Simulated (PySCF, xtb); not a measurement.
Sn(H)3(SMe) (CH6SSn), SMILES C[S][SnH3].

xtb with GFN2-xTB at its own geometry gives an orbital gap of 3.73 eV and a dipole moment of 2.06 D.

Coordinates come from a B3LYP-D3(BJ)/def2-SVP optimisation. The def2 effective core potentials stand for the cores of Sn; spin–orbit coupling is left out.

**Question.** What does M06-2X/def2-TZVPD (PySCF) give? (The exact figures need the calculation; the answer reports its results.)

**Answer.** gap 7.83 eV (levels -7.88 and -0.05 eV), dipole 1.60 D.
